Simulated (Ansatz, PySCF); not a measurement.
1-methyl-2,5-dihydropyrrole (C₅H₉N), SMILES C1CN(C)CC=1. Atoms are numbered in the order given.

```xyz
15

C      2.0362    -0.1080     0.0000
N      0.6620     0.3132     0.0000
C     -0.1211    -0.0027    -1.1894
C     -1.5332    -0.0334    -0.6680
C     -1.5332    -0.0334     0.6680
C     -0.1211    -0.0027     1.1894
H      2.5566     0.2864    -0.8880
H      2.5566     0.2864     0.8880
H      2.1640    -1.2173     0.0000
H      0.0344     0.7456    -1.9909
H      0.1443    -0.9934    -1.6352
H     -2.4114    -0.0795    -1.3147
H     -2.4114    -0.0795     1.3147
H      0.1443    -0.9934     1.6352
H      0.0344     0.7456     1.9909
```

Geometry optimised at B3LYP-D3(BJ)/def2-SVP. Other conformers were not sampled.

Two levels are set side by side: PBE-D3(BJ)/def2-SVP (Ansatz, a quantum-chemistry and plane-wave program) and B3LYP-D3(BJ)/def2-SVP (Ansatz). Each level has its own optimised geometry; the coordinates shown are those of the second. Frequencies come from the Hessian of PySCF at each geometry. Differences are taken from unrounded values.

```json
[
 {"quantity": "mean bond length (Å)", "B3LYP-D3(BJ)": "1.244"},
 {"quantity": "bond C1–N2 (Å)", "B3LYP-D3(BJ)": "1.437"},
 {"quantity": "bond N2–C3 (Å)", "B3LYP-D3(BJ)": "1.459"},
 {"quantity": "bond N2–C6 (Å)", "B3LYP-D3(BJ)": "1.459"},
 {"quantity": "bond C3–C4 (Å)", "B3LYP-D3(BJ)": "1.506"},
 {"quantity": "bond C4–C5 (Å)", "B3LYP-D3(BJ)": "1.336"},
 {"quantity": "bond C5–C6 (Å)", "B3LYP-D3(BJ)": "1.506"},
 {"quantity": "bond C1–H7 (Å)", "B3LYP-D3(BJ)": "1.102"},
 {"quantity": "bond C1–H8 (Å)", "B3LYP-D3(BJ)": "1.102"},
 {"quantity": "bond C1–H9 (Å)", "B3LYP-D3(BJ)": "1.117"},
 {"quantity": "bond C3–H10 (Å)", "B3LYP-D3(BJ)": "1.108"},
 {"quantity": "bond C3–H11 (Å)", "B3LYP-D3(BJ)": "1.118"},
 {"quantity": "bond C4–H12 (Å)", "B3LYP-D3(BJ)": "1.092"},
 {"quantity": "bond C5–H13 (Å)", "B3LYP-D3(BJ)": "1.092"},
 {"quantity": "bond C6–H14 (Å)", "B3LYP-D3(BJ)": "1.118"},
 {"quantity": "bond C6–H15 (Å)", "B3LYP-D3(BJ)": "1.108"},
 {"quantity": "highest harmonic wavenumber (cm⁻¹)", "B3LYP-D3(BJ)": "3221"},
 {"quantity": "mean harmonic wavenumber (cm⁻¹)", "B3LYP-D3(BJ)": "1485"},
 {"quantity": "zero-point energy (kcal/mol)", "B3LYP-D3(BJ)": "82.80"}
]
```

### Question
What does PBE-D3(BJ) give, and how far is it from B3LYP-D3(BJ)? (The exact figures need the calculation; the answer reports its results.)

### Answer

| quantity | PBE-D3(BJ) | PBE-D3(BJ) minus B3LYP-D3(BJ) |
|---|---|---|
| mean bond length (Å) | 1.250 | 0.006 |
| bond C1–N2 (Å) | 1.439 | 0.001 |
| bond N2–C3 (Å) | 1.460 | 0.001 |
| bond N2–C6 (Å) | 1.460 | 0.001 |
| bond C3–C4 (Å) | 1.506 | 0.000 |
| bond C4–C5 (Å) | 1.345 | 0.009 |
| bond C5–C6 (Å) | 1.506 | 0.000 |
| bond C1–H7 (Å) | 1.110 | 0.008 |
| bond C1–H8 (Å) | 1.110 | 0.008 |
| bond C1–H9 (Å) | 1.126 | 0.009 |
| bond C3–H10 (Å) | 1.116 | 0.009 |
| bond C3–H11 (Å) | 1.129 | 0.011 |
| bond C4–H12 (Å) | 1.099 | 0.008 |
| bond C5–H13 (Å) | 1.099 | 0.008 |
| bond C6–H14 (Å) | 1.129 | 0.011 |
| bond C6–H15 (Å) | 1.116 | 0.009 |
| highest harmonic wavenumber (cm⁻¹) | 3160 | -61 |
| mean harmonic wavenumber (cm⁻¹) | 1443 | -42 |
| zero-point energy (kcal/mol) | 80.48 | -2.32 |

GGA bonds tend to be longer and softer than those of functionals with exact exchange. Differences between two approximate levels are no errors against the true value.
